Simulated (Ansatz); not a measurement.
The cluster Si2Au. The state is a quartet with charge 0. Geometry PBE-D4/def2-TZVP; atoms count from 1.

```xyz
3

Au    0.481    1.178   -0.741
Si    0.807   -0.821    0.682
Si   -1.288   -0.357    0.059
```

In the def2 sets Au takes a core potential; there is no spin–orbit coupling. At PBE0-D4/def2-TZVP a doublet of charge 0 lies 1.39 eV below the quartet, each at its own geometry. The structure comes from a short search, and lower isomers may exist.

Estimate the Mulliken populations from the PBE0/def2-TZVP orbitals of Ansatz.


```csv
atom,charge (e),spin (α − β),d electrons
Au1,0.03,0.90,9.43
Si2,-0.01,1.05,–
Si3,-0.01,1.05,–
```
Mulliken values depend strongly on the basis.

Where does the spin sit?

Summed by element: Au 0.90, Si 2.10, of 3 unpaired in all. Largest on single atoms: Si2 1.05, Si3 1.05, Au1 0.90.

And the Mayer bond orders between heavy atoms (over 0.3)?

Au1–Si2 0.66 (2.47 Å); Au1–Si3 0.66 (2.47 Å); Si2–Si3 1.82 (2.23 Å).
